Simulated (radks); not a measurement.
Problem. These are the eigenvalues of the occupied orbitals of an atom or ion with whole-number occupations (hartree). All-electron calculation, scalar-relativistic Kohn-Sham, r2SCAN, spin-polarised, spherical densities, finite nucleus; meta-GGA in the generalised Kohn-Sham scheme; Fermi nuclear charge, rms radius of each element as measured or else 0.836 A^(1/3) + 0.57 fm. Program: a radial shooting solver on a logarithmic mesh with Libxc functionals.

| orbital | eigenvalue |
|---|---|
| 1s up | -25.39891 |
| 1s down | -25.31960 |
| 2s up | -1.88117 |
| 2s down | -1.69519 |
| 2p up | -1.13709 |
| 2p down | -0.94013 |

Which element is it, and in what charge state? The configuration may be excited. Open shells, if any, are filled with parallel spins first.

Solution. Z = 9, fluorine, charge +1: F+ in [He] 2s2 2p4. The list shows which subshells hold electrons but not how many an open one holds; the 1s level, -25.399 hartree, gives Z - s = 7.1 by -(Z - s)^2/2, which with screening and relativity narrows Z to a few neighbours, and the depths of the outer levels then fix element, charge and occupations together.
